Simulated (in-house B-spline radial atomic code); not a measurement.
**The carbon ion C⁴⁺: 1s(1 up, 0 down) 2p(1 up, 0 down) (an excited or competing configuration)**

Computed with an all-electron radial atomic-structure program (B-spline basis): non-relativistic M06-2X, spin-polarised, spherical fractional occupations, point nucleus.

Screening seen three ways: the hydrogenic charge with the same mean radius, Z_r = [3n² - l(l+1)]/(2<r>), the one with the same energy, Z_e = n√(-2ε), and Slater's rules. Values are occupation-weighted means over spin.

```json
{"shell": "1s", "electrons": "1", "ε (eV)": "-437.26", "<r> (bohr)": "0.2523", "Z_r": "5.95", "Z_e": "5.67", "Slater": "6.00"}
{"shell": "2p", "electrons": "1", "ε (eV)": "-74.808", "<r> (bohr)": "0.9949", "Z_r": "5.03", "Z_e": "4.69", "Slater": "5.15"}
```

The least bound orbital is 2p up at -74.81 eV, and it is also the most diffuse (<r> = 0.9949 bohr).

Caution: exact exchange at fractional occupations of open shells leaves self-interaction of up to several eV.
